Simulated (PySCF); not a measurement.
Level of theory: PBE-D3(BJ)/def2-TZVP // B3LYP-D3(BJ)/def2-TZVP run with PySCF 2.14.0. Gas-phase values, no solvent. Excitations are Tamm–Dancoff values on a coarser integration grid. The basis has no diffuse functions, so Rydberg states are missing or too high.

Reference species (SMILES): `B([SiH3])([SiH3])[SiH3]` (neutral, multiplicity 1).

```yaml
S1–T1 gap (TDA): 0.70 eV
dipole_moment: 0.02 D
```

Changed species: `NB([SiH3])[SiH3]` (2 of 3 NH2 replaced by SiH3; the reference has 3 of 3 NH2 replaced by SiH3).

### Question
Predict the effect on the S1–T1 gap (TDA) and dipole moment.

### Answer
the S1–T1 gap (TDA) hardly moves; the dipole moment increases by 2.66 D, to 2.68 D.
